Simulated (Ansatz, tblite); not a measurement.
Removing and adding an electron: FeBr3. Total charge 0; sextet. Geometry: r2SCAN-D4/def2-SVP. Ansatz, gas phase; energy differences of separate SCF runs; the oxidised species is a septet (the quintet lies 0.25 eV higher at PBE0-D4/def2-TZVP); the reduced species is a quintet (the septet lies 4.33 eV higher at PBE0-D4/def2-TZVPD).

```xyz
4

Fe   -0.004    0.003   -0.005
Br    1.278   -0.973   -1.620
Br   -1.879   -1.051    0.755
Br    0.605    2.020    0.870
```

The xTB rows come from tblite. The order of the spin states hangs on the level: the quintet lies 0.31 eV below the septet at PBE-D4/def2-TZVP, but 0.25 eV above it at PBE0-D4/def2-TZVP. The quintet is doubtful at PBE0-D4/def2-TZVP (⟨S²⟩ 6.55, where a pure state has 6.00).

```tsv
level	−HOMO (eV)	vertical IE (eV)	−LUMO (eV)	vertical EA (eV)	HOMO–LUMO gap (eV)	IE − EA (eV)
GFN1-xTB	–	16.76	–	8.18	–	8.58
GFN2-xTB	–	14.84	–	8.84	–	6.00
r2SCAN-D4/def2-TZVPD	7.61	–	5.98	3.61	1.64	–
PBE0-D4/def2-TZVPD	8.44	–	4.96	4.02	3.49	–
```

Q: Estimate the rows for PBE-D4/def2-TZVP, PBE-D4/def2-TZVPD, r2SCAN-D4/def2-TZVP, PBE0-D4/def2-TZVP.

A: 
| level | −HOMO (eV) | vertical IE (eV) | −LUMO (eV) | vertical EA (eV) | HOMO–LUMO gap (eV) | IE − EA (eV) | remarks |
| --- | --- | --- | --- | --- | --- | --- | --- |
| PBE-D4/def2-TZVP | 7.26 | 9.87 | 6.11 | – | 1.16 | – | lower spin may lie lower (+1 septet) |
| PBE-D4/def2-TZVPD | 7.31 | – | 6.15 | 3.44 | 1.16 | – | – |
| r2SCAN-D4/def2-TZVP | 7.58 | 10.12 | 5.95 | – | 1.63 | – | – |
| PBE0-D4/def2-TZVP | 8.41 | 10.23 | 4.93 | – | 3.48 | – | – |

   HOMO and LUMO are the levels of the spin that leaves or enters (xTB has no such levels and no spin-polarisation term). Other spin states of the ions may lie lower, which would lower the ionisation energy or raise the affinity. Raw xTB energy differences between charge states are shifted by several eV; the methods need an empirical correction for them.
